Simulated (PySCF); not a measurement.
Electron correlation in Tl (thallium, neutral)

[Xe] 4f14 5d10 6s1 6p1 7s1, high-spin 4P determinant (an excited configuration). All numbers are calculated (PySCF 2.14, scalar relativity through the core potential, in aug-cc-pVQZ-PP with one added diffuse shell each of s, p, d, f, g type with ECP60MDF (8s8p6d4f3g, 117 functions)). Frozen: 5s2 5p6 5d10; 3 electrons correlated.

MP2 pair energies summed by pair of shells (mhartree):

```
 pair  energy  share (%)
6p-7s   -2.25       40.0
6s-6p   -2.13       37.9
6s-7s   -1.25       22.1
```

Total MP2 correlation energy: -5.63 mhartree.

Same-spin part -5.63 and opposite-spin part 0.00 mhartree; SCS-MP2 scales them by 1/3 and 6/5 to -1.88 mhartree.
